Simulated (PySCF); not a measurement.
## Ionisation energy of Ne²⁺ by level of theory

Ne²⁺ [He] 2s2 2p4 (3P) → Ne³⁺ [He] 2s2 2p3 (4S), as a difference of total energies. All numbers are calculated (PySCF 2.14, scalar relativity by spin-free X2C-1e, in x2c-TZVPPall with one added diffuse shell each of s, p, d type (6s4p3d1f, 40 functions)). Correlated levels: valence and next inner shell: nothing frozen. The calculations carry no spin-orbit coupling.

Question: Order these methods by the ionisation energy they give, lowest first.
A. CCSD(T) (valence and next inner shell)
B. MP2 (valence and next inner shell)
C. UHF
D. SCS-MP2 (valence and next inner shell)

Answer: C (61.848 eV), B (63.018 eV), A (63.071 eV), D (63.099 eV).

A first-order spin-orbit estimate (lowest level to lowest level, LS coupling) adds 0.038 eV.

Errors of the correlated levels include the incompleteness of this basis.

For comparison: 63.423 eV (measured; NIST Atomic Spectra Database, ionization energies).
